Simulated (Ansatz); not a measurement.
Cl2GeHS, SMILES `[SH][Ge]([Cl])[Cl]` radical, relaxed with UKS PBE0-D4/def2-TZVP in Ansatz from a PBE-D4/def2-SVP geometry. The force threshold is 0.005 eV/Å; the program also tests the step.

Total charge 0; spin multiplicity 2.

Start:

```xyz
5

S     0.368   -1.510    0.629
Ge   -0.151    0.684    0.380
Cl   -2.341    0.757    0.484
Cl    0.504    1.383   -1.611
H     1.619   -1.315    0.118
```

```json
{"step": "1", "energy (eV)": "-92399.8197", "largest force (eV/Å)": "0.547", "largest move (Å)": "0.000"}
{"step": "2", "energy (eV)": "-92399.8597", "largest force (eV/Å)": "0.195", "largest move (Å)": "0.037"}
{"step": "3", "energy (eV)": "-92399.8620", "largest force (eV/Å)": "0.025", "largest move (Å)": "0.014"}
{"step": "4", "energy (eV)": "-92399.8621", "largest force (eV/Å)": "0.026", "largest move (Å)": "0.014"}
{"step": "5", "energy (eV)": "-92399.8623", "largest force (eV/Å)": "0.011", "largest move (Å)": "0.014"}
{"step": "6", "energy (eV)": "-92399.8624", "largest force (eV/Å)": "0.007", "largest move (Å)": "0.006"}
{"step": "7", "energy (eV)": "-92399.8625", "largest force (eV/Å)": "0.003", "largest move (Å)": "0.008"}
{"step": "8", "energy (eV)": "-92399.8625", "largest force (eV/Å)": "0.004", "largest move (Å)": "0.009"}
```

End:

```xyz
5

S     0.355   -1.500    0.585
Ge   -0.147    0.656    0.355
Cl   -2.295    0.766    0.485
Cl    0.468    1.376   -1.593
H     1.618   -1.298    0.168
```

Run time 83 s (4 threads of a server CPU on a shared host); peak host memory 0.72 GiB.
